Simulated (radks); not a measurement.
All-electron atom: Mn13+ in [Ne] 3s2.

Calculated with a radial shooting solver on a logarithmic mesh with Libxc functionals: scalar-relativistic Kohn-Sham, exchange-only PBE, spin-polarised, spherical densities, point nucleus.

Energy parts (eV):
total: -29507.560
kinetic: 29878.548
electron-nucleus: -65430.102
Hartree: 7144.735
exchange: -1100.742

Orbitals (lengths in bohr, moments of r in powers of bohr):
orbital  occ.  eigenvalue (eV)       <r^4>
1s          2        -6822.150  0.00006384
2s          2        -1115.560     0.01394
2p          6        -1005.109     0.01054
3s          2        -388.7479      0.5119
3p          0        -355.7520      0.5299
3d          0        -308.7628      0.4454
4s          0        -194.8580       6.484
4f          0        -155.8182       4.770

The highest occupied level is 3s at -388.75 eV. Summed over all electrons, <r^2> = 1.804 bohr^2, which gives a Langevin (diamagnetic) susceptibility term of -1.43 x 10^-6 cm^3/mol. For comparison, the ionisation energy in NIST's Atomic Spectra Database is 403.0 eV (semi-empirical). In exact Kohn-Sham theory the highest level is minus the ionisation energy, but local and semilocal functionals leave it too shallow, through self-interaction and a potential that decays too fast; potentials with the right tail come closer.
